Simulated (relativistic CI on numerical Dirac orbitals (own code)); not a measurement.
# Re6+ (5d) in a crystal field

Calculated by Dirac-Coulomb-Breit CI, KLI orbitals optimised for each configuration, QED by a radiative potential, valence Slater integrals scaled by 0.85, one configuration in a parametric crystal field (own radial code).

Field parameters in Wybourne normalisation: Oh B⁴₀ = 21Dq, B⁴₄ = √(5/14) B⁴₀. The field is a parameter set, without covalency.

S is read from ⟨S²⟩ = S(S + 1).

Levels (cm⁻¹, degeneracy): 0 (4), 8051 (2), 15759 (4).

Question: Which field gives this pattern?
A. Oh, 10Dq = 10000 cm⁻¹
B. Oh, 10Dq = 33950 cm⁻¹
C. Oh, 10Dq = 25950 cm⁻¹
D. Oh, 10Dq = 18000 cm⁻¹

Answer: A. Oh, 10Dq = 10000 cm⁻¹, ground level with S = 0.50.
